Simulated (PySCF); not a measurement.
How methods differ on the ionisation energy of Sn²⁺

Sn²⁺ [Kr] 4d10 5s2 (1S) → Sn³⁺ [Kr] 4d10 5s1 (2S), as a difference of total energies. Calculation: PySCF 2.14, in x2c-QZVPPall with one added diffuse shell each of s, p, d, f type (14s10p8d5f1g, 128 functions); scalar relativity by spin-free X2C-1e. Correlated levels: valence: [Kr] 4d10 frozen. The calculations carry no spin-orbit coupling.

```tsv
method	ionisation energy (eV)
UHF	28.522
MP2 (valence)	29.225
SCS-MP2 (valence)	29.366
CCSD (valence)	29.463
```

Errors of the correlated levels include the incompleteness of this basis and the frozen core.

With two correlated electrons CCSD is exact in that space.

Question: Which method comes closest to the reference value, and which is furthest?

Answer: The reference is 30.506 eV (measured; NIST Atomic Spectra Database, ionization energies). Closest: CCSD (valence) (error -1.043 eV); furthest: UHF (error -1.984 eV).
